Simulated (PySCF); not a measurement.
Two-dimensional NMR puzzle

Compound of formula C3H10N2OSi. Correlations simulated from computed shifts and the bond graph:

HSQC (one-bond C–H):
```csv
δH,δC
2.67,41.9
```

HMBC (two and three bonds, from the bond graph):
```csv
δH,δC
4.69,"182.1, 41.9"
2.67,41.9
```

Carbons without hydrogens: δ 182.1.

PySCF 2.14.0 with density-fitted response routines calculation with shieldings: GIAO PBE0/pcSseg-1 and GFN2-xTB structure; no solvent, one averaged value for each set of equivalent atoms, a single conformation, relativity neglected.

Shifts are taken against calculated references (same method and geometry level): $^{1}$H (31.72 ppm), $^{13}$C (186.93 ppm) against TMS.

Exchangeable hydrogens are left out of these lists.

Work out the connectivity.

## Answers

`InChI=1S/C3H10N2OSi/c1-5(2)7-3(4)6/h7H2,1-2H3,(H2,4,6)`.

Structure with atom numbers: `[CH3:1][N:2]([CH3:3])[SiH2:4][C:5]([NH2:6])=[O:7]`; H(Xn) means a hydrogen on atom n.

1. δC 182.1 is C5, a carbonyl carbon.
2. δC 41.9 is C1/C3, a methyl carbon bonded to N (δH 2.67).
3. HMBC from δH 4.69 reaches the proton-free carbon C5.

The data come from this structure; uniqueness wasn't tested.

OH/NH shifts are gas-phase values; hydrogen bonding in solution moves them, usually downfield. Shifts are as computed. Against solution values, carbons near 30 ppm lie about +3 ppm off and those near 130 ppm about +5 ppm. Of 1211 compounds with measured shifts, 218 miss one by over three times the rms of a fit or turn the order of signals round; such compounds aren't used in these exercises. Hydrogen bonding in solution deshields acid and N–H amide carbonyl carbons by as much as 10 ppm beyond these values.
